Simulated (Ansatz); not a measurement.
Geometry optimisation, DFT r2SCAN-D3(BJ), scalar-relativistic, plane waves, PAW (Ansatz 0.2.0).

input.yaml

```yaml
accuracy: low
crystal:
  lattice:
    - [8.46793, 0.0, 0.0]
    - [0.0, 8.46793, 0.0]
    - [0.0, 0.0, 8.46793]
  atoms:
    - { symbol: C, position: [0.1710653, 0.1986292, 0.7024043] }
    - { symbol: C, position: [0.1859838, 0.3254775, 0.575538] }
    - { symbol: H, position: [0.2275743, 0.2357311, 0.8123404] }
    - { symbol: H, position: [0.047283, 0.1731511, 0.7285686] }
    - { symbol: H, position: [0.2267413, 0.0883955, 0.6649279] }
    - { symbol: H, position: [0.1294749, 0.2883757, 0.4656019] }
    - { symbol: H, position: [0.1303078, 0.4357112, 0.6130144] }
    - { symbol: H, position: [0.3097661, 0.3509557, 0.5493737] }
    - { symbol: C, position: [0.1337031, 0.6355481, 1.0646612] }
    - { symbol: C, position: [0.1171006, 0.6415177, 0.8855054] }
    - { symbol: H, position: [0.1363337, 0.7542489, 1.1152473] }
    - { symbol: H, position: [0.0350854, 0.5721041, 1.1185608] }
    - { symbol: H, position: [0.2425969, 0.5756504, 1.0994487] }
    - { symbol: H, position: [0.1144701, 0.5228169, 0.8349194] }
    - { symbol: H, position: [0.0082068, 0.7014153, 0.8507179] }
    - { symbol: H, position: [0.2157184, 0.7049616, 0.8316058] }
    - { symbol: C, position: [0.674556, 0.8655133, 0.7933994] }
    - { symbol: C, position: [0.6790665, 0.8773648, 0.6138241] }
    - { symbol: H, position: [0.6553537, 0.9811852, 0.8473162] }
    - { symbol: H, position: [0.579404, 0.7876522, 0.8326359] }
    - { symbol: H, position: [0.785404, 0.8184892, 0.8398453] }
    - { symbol: H, position: [0.6982688, 0.7616929, 0.5599072] }
    - { symbol: H, position: [0.5682185, 0.9243889, 0.5673782] }
    - { symbol: H, position: [0.7742185, 0.9552259, 0.5745875] }
    - { symbol: Si, position: [0.3062208, 0.2856717, 0.1057324] }
    - { symbol: H, position: [0.4108026, 0.3861699, 0.2038566] }
    - { symbol: H, position: [0.2417258, 0.1555449, 0.2035741] }
    - { symbol: H, position: [0.1744031, 0.3823873, 0.0429969] }
    - { symbol: H, position: [0.3979518, 0.2185847, -0.027498] }
    - { symbol: Si, position: [0.9531217, 0.119877, 0.0875017] }
    - { symbol: H, position: [1.0871879, 0.0091441, 0.1082395] }
    - { symbol: H, position: [1.0010909, 0.2800263, 0.1396241] }
    - { symbol: H, position: [0.907072, 0.1248072, -0.081379] }
    - { symbol: H, position: [0.8171361, 0.0655304, 0.1835223] }
    - { symbol: Si, position: [0.6397575, 0.5286398, 0.9969329] }
    - { symbol: H, position: [0.684944, 0.5001576, 0.830162] }
    - { symbol: H, position: [0.4715995, 0.5769359, 1.004415] }
    - { symbol: H, position: [0.6624646, 0.3817157, 1.0894709] }
    - { symbol: H, position: [0.7400217, 0.6557501, 1.0636836] }
basis:
  ecutwfc: 500.0
kpoints:
  mp_grid: { grid: [1, 1, 1] }
hamiltonian:
  xc: r2scan
  dispersion: d3bj
scf:
  occupations: { method: fermi_dirac, width: 0.05 }
  lower_state_search: "off"
relax:
  f_tol: 0.3
  max_steps: 15
  adjacent_minimum: "off"
```

Command:

```bash
$ ansatz run input.yaml --threads 1 --pin off --max-ram 3072MiB --backend cpu --events-out ev --progress --plain --runs-dir out
```

Problem. Where does it end, and by what steps?

Solution. The run converged. The threshold is loose, so the end isn't yet a minimum. The force dipped under the threshold on the way, but the program's further checks kept it going. Limits of this set-up: coarse k mesh, low accuracy level. After 4 steps the energy has fallen by 1.114 eV; H29 moved furthest, 0.70 Å.

```csv
step,energy less start (eV),largest force component (eV/Å),accepted
0,0.0000,0.751,yes
1,-0.5605,0.290,yes
2,-0.8272,0.360,yes
3,-1.0100,0.218,yes
4,-1.1139,0.118,yes
```

```xyz
39
Lattice="8.4679 0.0000 0.0000 0.0000 8.4679 0.0000 0.0000 0.0000 8.4679" Properties=species:S:1:pos:R:3
C 1.421 1.638 5.771
C 1.586 2.727 4.720
H 1.835 1.950 6.728
H 0.370 1.396 5.930
H 1.932 0.720 5.478
H 1.175 2.417 3.757
H 1.073 3.643 5.015
H 2.638 2.975 4.569
C 1.172 5.588 9.137
C 1.028 5.509 7.625
H 1.091 6.614 9.489
H 0.403 4.997 9.641
H 2.136 5.205 9.464
H 1.068 4.471 7.282
H 0.077 5.925 7.286
H 1.825 6.055 7.115
C 5.555 7.498 6.528
C 5.680 7.545 5.012
H 5.326 8.481 6.945
H 4.759 6.820 6.840
H 6.483 7.158 6.994
H 5.900 6.556 4.603
H 4.755 7.896 4.550
H 6.482 8.216 4.702
Si 2.966 2.035 1.210
H 3.728 2.967 2.062
H 2.457 0.929 2.040
H 1.846 2.762 0.586
H 3.835 1.487 0.140
Si 7.605 1.030 0.929
H 8.746 0.096 1.051
H 7.993 2.342 1.487
H 7.258 1.177 -0.500
H 6.449 0.482 1.671
Si 5.640 4.462 8.304
H 6.065 4.240 6.902
H 4.206 4.829 8.336
H 5.835 3.220 9.079
H 6.447 5.537 8.920
```

Whether the end is a true minimum wasn't checked by a vibrational analysis.

The run took 71 s on 1 thread of AMD EPYC 9R14 (Zen 4) (shared host), peak memory 1 GiB.
